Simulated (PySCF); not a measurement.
State search for MgHg

Unrestricted PBE0; Mg def2-SVP, Hg def2-SVP with ECP60; scalar-relativistic core potentials (PySCF 2.14). Outer shells of the fragments: Mg 3s2; Hg 5d10 6s2.

Followed along the bond (rough minima from three points):

```json
{"2Ms+1": "1", "unpaired": "none", "⟨S²⟩ at the start": "0.00", "R at minimum (Å)": "3.66", "Te (eV)": "0.00"}
{"2Ms+1": "3", "unpaired": "σ ↑, π ↑", "⟨S²⟩ at the start": "2.00", "R at minimum (Å)": "2.76", "Te (eV)": "2.03"}
```

Solutions found at the starting distance of 2.730 Å, counted from the lowest of them; the search is not exhaustive and high or unbound solutions are not listed, so other states can lie among these:

| 2Ms+1 | unpaired | term | E (eV) | ⟨S²⟩ | ⟨Lz²⟩ | μ (D) |
| --- | --- | --- | --- | --- | --- | --- |
| 1 | none | ¹Σ⁺ | 0.00 | 0.00 | 0.00 | 0.43 |
| 3 | σ ↑, π ↑ | ³Π | 1.75 | 2.00 | 1.00 | 0.04 |
| 3 | σ ↑↑ | ³Σ⁺ | 2.10 | 2.00 | 0.00 | -1.23 |
| 1 | σ ↑, π ↓ | mixed | 2.15 | 1.01 | 1.01 | -0.42 |
| 3 | π ↑↑ | ³Σ⁻ | 4.56 | 2.03 | 0.00 | -0.61 |
| 1 | π ↑↓ | mixed | 4.76 | 1.00 | 2.01 | -0.74 |

A term symbol is given only where ⟨S²⟩ and ⟨Lz²⟩ are close to those of a pure state; real π, δ and φ orbitals otherwise mix terms. A positive dipole means Mg(−)Hg(+).

Task: Compare the gap between the two lowest followed solutions at the starting distance with the gap between their minima.

Result: At PBE0 the second solution (triplet, unpaired electrons σ ↑, π ↑) lies +1.75 eV from the first (singlet, closed shell) at 2.730 Å and +2.03 eV at the minima; the two curves relax by different amounts, since their minima lie near 2.76 and 3.66 Å.

Spin–orbit coupling is left out. Counting both spins, an empty level lies below a filled one in some of these solutions, because spin and occupation are held.
